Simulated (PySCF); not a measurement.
## A small calculation by hand: dipole moment from atomic charges

Si(CF3)(F)(H)2 (CH2F4Si), SMILES F[SiH2]C(F)(F)F. Atoms are numbered in the order given.

```xyz
8

Si     0.6017    -1.0915     0.0000
F     -0.6850    -2.0741     0.0000
C     -0.0381     0.7246     0.0000
F     -0.7750     1.0097    -1.0792
F     -0.7750     1.0097     1.0792
F      1.0166     1.5586     0.0000
H      1.3851    -1.3007    -1.2414
H      1.3851    -1.3007     1.2414
```

Coordinates come from a PBE0-D3(BJ)/def2-SVP optimisation.

Charges (e) from PBE/def2-TZVP (PySCF):

| atom | Mulliken | ESP fit |
|---|---|---|
| Si1 | 0.391 | 0.374 |
| F2 | -0.279 | -0.200 |
| C3 | 0.300 | 0.211 |
| F4 | -0.128 | -0.103 |
| F5 | -0.128 | -0.103 |
| F6 | -0.132 | -0.125 |
| H7 | -0.013 | -0.027 |
| H8 | -0.013 | -0.027 |

The dipole moment of the full density is 1.70 D.

Problem. What dipole moment does each set of point charges give, and which comes closer to that of the density?

Solution. 
μ = Σ q r, and 1 e Å = 4.8032 D.
Mulliken: Σ q r = (0.443, -0.061, 0.000) e Å, |μ| = 2.15 D.
ESP fit: Σ q r = (0.312, -0.173, 0.000) e Å, |μ| = 1.71 D.
ESP fit comes closer in size. Point charges leave out the atoms' own dipoles (lone pairs, polarised bonds); fits to the potential absorb them, partitions of the density don't.
